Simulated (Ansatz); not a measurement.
Geometry optimisation, RKS LDA/def2-SVP (Ansatz 0.2.0).

The input (input.yaml):

```yaml
crystal:
  periodic: [false, false, false]
  atoms:
    - { symbol: O, position_ang: [-1.1739, 1.4582, -0.366] }
    - { symbol: C, position_ang: [-0.5739, 0.5412, -1.1648] }
    - { symbol: B, position_ang: [-0.1505, -0.6886, -0.2789] }
    - { symbol: Cl, position_ang: [-0.6722, -2.374, -0.6334] }
    - { symbol: Ge, position_ang: [1.1644, -0.4167, 1.2533] }
    - { symbol: H, position_ang: [-2.1553, 1.2013, -0.254] }
    - { symbol: H, position_ang: [-1.2046, 0.198, -1.985] }
    - { symbol: H, position_ang: [0.3723, 1.0196, -1.622] }
    - { symbol: H, position_ang: [0.4869, -0.8341, 2.6342] }
    - { symbol: H, position_ang: [1.5422, 1.0926, 1.3805] }
    - { symbol: H, position_ang: [2.4299, -1.2545, 1.0567] }
basis:
  gaussian: { orbitals: def2-SVP }
hamiltonian:
  xc: lda
relax:
  f_tol: 0.015
  max_steps: 40
output:
  orbitals: {}
```

Command:

```bash
$ ansatz run input.yaml --threads 2 --pin off --max-ram 3072MiB --backend cpu --events-out ev --progress --plain --runs-dir out
```

Problem. Where does it end, and by what steps?

Solution. The run converged. After 19 steps the energy has fallen by 0.472 eV; Cl4 moved furthest, 1.48 Å.

```csv
step,energy less start (eV),largest force component (eV/Å),accepted
0,0.0000,2.870,yes
1,-0.1832,1.096,yes
2,-0.2456,0.709,yes
3,-0.2806,0.276,yes
4,-0.2930,0.174,yes
5,-0.3074,0.506,yes
6,-0.3247,0.539,yes
7,-0.3655,0.355,yes
8,-0.3982,0.306,yes
9,-0.4131,0.411,yes
10,-0.4225,0.607,yes
11,-0.4456,0.276,yes
12,-0.4623,0.272,yes
13,-0.4679,0.080,yes
14,-0.4701,0.098,yes
15,-0.4716,0.063,yes
16,-0.4720,0.040,yes
17,-0.4722,0.018,yes
18,-0.4722,0.043,no
19,-0.4722,0.013,yes
```

```xyz
11
Properties=species:S:1:pos:R:3
O -1.098 1.452 -0.236
C -0.811 0.411 -1.123
B 0.134 -0.699 -0.593
Cl 0.458 -2.118 -1.550
Ge 0.992 -0.355 1.231
H -1.198 1.068 0.659
H -1.727 -0.041 -1.597
H -0.265 0.840 -2.008
H -0.105 0.150 2.214
H 2.009 0.803 1.134
H 1.676 -1.570 1.890
```

Time of the run: 42 s on 2 threads of Arm Neoverse V1, with other jobs on the host, peak memory 0.18 GiB.
